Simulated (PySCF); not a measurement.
# Tin: highly charged ions in a basis for the neutral atom

Sn(6+) [Kr] 4d8, Sn(7+) [Kr] 4d7. All numbers are calculated (PySCF 2.14, scalar relativity through the core potential, in cc-pVDZ-PP with ECP28MDF (4s3p2d, 23 functions)). No spin-orbit coupling, so a gap to NIST mixes the basis error with missing relativistic terms.

Changed run: basis of the neutral atom used for a highly charged ion. This setting is unsound on purpose.

| species | method | sound run (hartree) | changed run (hartree) | converged |
| --- | --- | --- | --- | --- |
| Sn(6+) | UHF | not run | -203.71419 | yes |
| Sn(6+) | PBE | not run | -204.34830 | yes |
| Sn(6+) | r2SCAN | not run | -204.43999 | yes |
| Sn(7+) | UHF | not run | -199.36524 | yes |
| Sn(7+) | PBE | not run | -199.95031 | yes |
| Sn(7+) | r2SCAN | not run | -200.03370 | yes |

Ionisation energy of Sn(6+):

```json
{"method": "UHF", "changed run (eV)": "118.34", "NIST (eV)": "112.9 ± 2"}
{"method": "PBE", "changed run (eV)": "119.68", "NIST (eV)": "112.9 ± 2"}
{"method": "r2SCAN", "changed run (eV)": "119.90", "NIST (eV)": "112.9 ± 2"}
```

The contracted functions were made for the neutral atom and can be too rigid for a highly charged ion.
